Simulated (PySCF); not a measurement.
**Electric properties by functional and basis**

Species: C3H9FOSi.
Numbering: `[CH3:1][C@H:2]([F:3])[CH2:4][O:5][SiH3:6]` (hydrogens: H7, H8, H9 on C1; H10 on C2; H11, H12 on C4; H13, H14, H15 on Si6)

PySCF, dipoles from the SCF density, polarisabilities from static response with core orbitals frozen. One conformer (not necessarily the lowest) at the PBE0-D3(BJ)/def2-SVP geometry, without solvent, vibrations or thermal averaging.

Task: Compare the levels for these properties.

Result: 

```json
{"level": "CAM-B3LYP/def2-SVPD", "μ (D)": "2.205", "α (au)": "68.96", "anisotropy (au)": "16.70"}
{"level": "wB97X-D/def2-SVPD", "μ (D)": "2.179", "α (au)": "68.90", "anisotropy (au)": "16.74"}
{"level": "LC-wPBE/def2-SVPD", "μ (D)": "2.215", "α (au)": "67.57", "anisotropy (au)": "16.22"}
{"level": "PBE0/6-31G*", "μ (D)": "1.999", "α (au)": "56.41", "anisotropy (au)": "15.53"}
{"level": "PBE0/6-31+G*", "μ (D)": "2.141", "α (au)": "63.73", "anisotropy (au)": "15.42"}
{"level": "PBE0/def2-SVP", "μ (D)": "2.131", "α (au)": "59.73", "anisotropy (au)": "16.19"}
{"level": "PBE0/aug-cc-pVDZ", "μ (D)": "2.099", "α (au)": "71.00", "anisotropy (au)": "18.38"}
{"level": "PBE0/def2-TZVP", "μ (D)": "2.123", "α (au)": "66.70", "anisotropy (au)": "17.48"}
```

The anisotropy is √(½[(α1 − α2)² + (α2 − α3)² + (α3 − α1)²]). The dipole runs from 2.00 D (PBE0/6-31G*) to 2.22 D (LC-wPBE/def2-SVPD). No reference polarisability is at hand; against PBE0 in the largest diffuse basis at hand (aug-cc-pVDZ) the other PBE0 rows deviate by 6-31G* -21%, 6-31+G* -10%, def2-SVP -16%, def2-TZVP -6%. With PBE0 the polarisability is 60.95 au without diffuse functions (mean of 6-31G*, def2-SVP and def2-TZVP) and 67.37 au with them (mean of 6-31+G* and aug-cc-pVDZ).
